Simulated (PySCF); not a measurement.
All values below come from B3LYP-D3(BJ)/def2-TZVP // r2SCAN-D4/def2-SVP (PySCF). Isolated molecules, 0 K electronic values unless said otherwise. One relaxed conformer stands for a flexible species; it need not be the lowest. B3LYP has the VWN-RPA correlation part, as in Gaussian. 

Reference species: [Mo(Cl)6] (neutral, multiplicity 1).

```json
{
 "HOMO–LUMO gap": "2.84 eV",
 "coordination_number": "6"
}
```

Changed species: [Mo(Cl)4(OH)2] (2 of 6 Cl replaced by OH; the reference has 0 of 6 Cl replaced by OH).

Task: Give the shifts of the HOMO–LUMO gap and coordination number.

Result: the HOMO–LUMO gap increases by 0.18 eV, to 3.02 eV; the coordination number stays essentially unchanged.
